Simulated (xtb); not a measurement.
BeClI, SMILES [Cl][Be][I]. All values are semi-empirical tight-binding results from xtb (GFN2-xTB unless named), good for trends rather than for accurate numbers. The structure is a stationary point at GFN2-xTB.

Optimised geometry:

Bonds (Å): Be1–Cl2 1.754, Be1–I3 2.199. Bond angles (°): Cl2–Be1–I3 180.0.

For metal compounds this method's bond lengths and energies can be far off.

- point group as xtb finds it = C∞v
- orbital gap = 6.23 eV
- zero-point energy = 2.4 kcal/mol
- G − E(el) at 298.15 K (modified RRHO) = -14.3 kcal/mol

Computed atomic charges and the Wiberg bond orders between heavy atoms:
charges (e) Be1 0.61, Cl2 -0.38, I3 -0.22. Bond orders Be1–Cl2 1.06, Be1–I3 1.20.
